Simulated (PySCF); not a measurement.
**Electron correlation in Pb⁺ (lead, charge +1)**

[Xe] 4f14 5d10 6s2 7s1, 2S determinant (an excited configuration). Computed with PySCF 2.14 in aug-cc-pwCVDZ-PP with ECP60MDF, with scalar relativity through the core potential. Frozen: 5s2 5p6 5d10; 3 electrons correlated.

```tsv
level	correlation energy (mhartree)
CCSD	-34.70
(T)	-0.49
CCSD(T)	-35.19
CCSDT	-35.38
```

Diagnostics: T1 = 0.0095, D1 = 0.0230, largest double amplitude 0.072.

The outer electron is Rydberg-like, and this basis confines it to a smaller radius and binds it less than a complete one would.

Cost of the coupled-cluster step: about 1.2 core-seconds, for 3 correlated electrons.
